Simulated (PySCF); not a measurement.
Broadened absorption spectrum of C5H2ClFOS

C5H2ClFOS.
SMILES: `O=C(F)c1sccc1Cl`

Method: TDDFT CAM-B3LYP/def2-SVPD, vertical, gas phase, core orbitals frozen in the response in PySCF 2.14.0, density-fitted response routines. Isolated species at its GFN2-xTB geometry (one conformer only). Torsions of this conformer, `[O:1]=[C:2]([F:3])[c:4]1[s:5][cH:6][cH:7][c:8]1[Cl:9]`: O1–C2–C4–S5 180°.

Each state is given a Gaussian of 0.4 eV full width at half maximum, with ε(max) = 2.175×10⁸ f / Δν̃ (Δν̃ the width in cm⁻¹). The width is an assumption, not a result. The curve ends short of the highest state used, and states not computed would add to its high-energy end.

(E (eV), ε (L mol⁻¹ cm⁻¹)): (4.28, 19), (4.34, 64), (4.39, 157), (4.44, 356), (4.49, 743), (4.55, 1610), (4.60, 2803), (4.65, 4513), (4.70, 6734), (4.75, 9350), (4.81, 12682), (4.86, 15269), (4.91, 17361), (4.96, 18707), (5.02, 19099), (5.07, 18328), (5.12, 16623), (5.17, 14186), (5.22, 11336), (5.28, 7889), (5.33, 5370), (5.38, 3381), (5.43, 1963), (5.48, 1050), (5.54, 444), (5.59, 197), (5.64, 81), (5.69, 31), (5.75, 11), (5.80, 7), (5.85, 9), (5.90, 15), (5.95, 23), (6.01, 35), (6.06, 46), (6.11, 57), (6.16, 65), (6.22, 72), (6.27, 81), (6.32, 100), (6.37, 151), (6.42, 263), (6.48, 541), (6.53, 950)

Task: Locate the maxima and give the states behind the curve.

Result: 248 nm (5.01 eV), ε about 19000, made up of S1 (43%) and S2 (57%) (ε in L mol⁻¹ cm⁻¹; maxima over ε = 5, shares over 10%). At its high-energy end, 6.53 eV, the curve is still rising (ε about 950, from S7). The states used: S1 4.88 eV (f 0.159); S2 5.10 eV (f 0.187); S3 5.22 eV (f 0.0000); S4 6.15 eV (f 0.0004); S5 6.26 eV (f 0.0006); S6 6.59 eV (f 0.0001); S7 6.85 eV (f 0.078); S8 7.13 eV (f 0.017).

Task: Coming from long wavelengths, where does ε first pass 100 L mol⁻¹ cm⁻¹?

Result: At about 284 nm (4.37 eV), 0.52 eV below S1.

Task: On this curve, what absorbance would a 10⁻⁵ mol/L sample give at 248 nm over a 1 cm path?

Result: 248 nm is 4.999 eV, where ε is about 19000 L mol⁻¹ cm⁻¹, so A = ε c l ≈ 0.19 (Beer–Lambert, with the gas-phase spectrum and the assumed width).

Task: What would ε be at 5.01 eV, the highest of these maxima, with half the width (0.2 eV)?

Result: About 21700 L mol⁻¹ cm⁻¹ against 19100, a factor of about 1.1; a lone state at its own centre would give exactly 2.
